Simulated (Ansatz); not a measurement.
A made-up structure of SnH$_{3}$SO (charge -1), closed shell:

O1  (0.045, -2.336, 1.360)
S2  (1.041, -1.527, 0.485)
Sn3  (-0.041, 0.503, -0.280)
H4  (2.173, -2.120, 0.019)
H5  (1.033, 1.452, -1.268)
H6  (-0.600, 1.603, 0.954)
(Å)

It is relaxed with PBE-D4/def2-SVPD and then PBE0-D4/def2-TZVPD (Ansatz 0.2.0). Atoms count as bonded within 1.22 times the sum of their covalent radii (H–H: 0.88 Å). The end point is not checked to be a true minimum.

Q: Does its bonding change? (A judgement: the text doesn't fix the answer.)

A: Computed: No: no bond forms or breaks.

Where it ends: The first stage lowers the energy by 2.07 eV in 12 steps. It ends as SnH₃SO ([O][SH][SnH2]), total charge -1:
O1  (0.252, -2.496, 1.315)
S2  (1.082, -1.296, 0.882)
Sn3  (-0.298, 0.418, -0.542)
H4  (1.736, -1.650, -0.278)
H5  (1.316, 1.083, -0.974)
H6  (-0.438, 1.517, 0.866)
(Å)

Labels in which every atom is bracketed show which atoms are joined, not bond orders.

For scale, one of the runs: PBE0-D4/def2-TZVPD relaxation, 169 basis functions, launched by `ansatz run in.yaml --threads 2 --pin off --events-out ev --progress --plain --max-ram 4352MiB`. Hardware: 2 CPU threads of an Arm Neoverse V1, shared host. Wall time about 41 s.
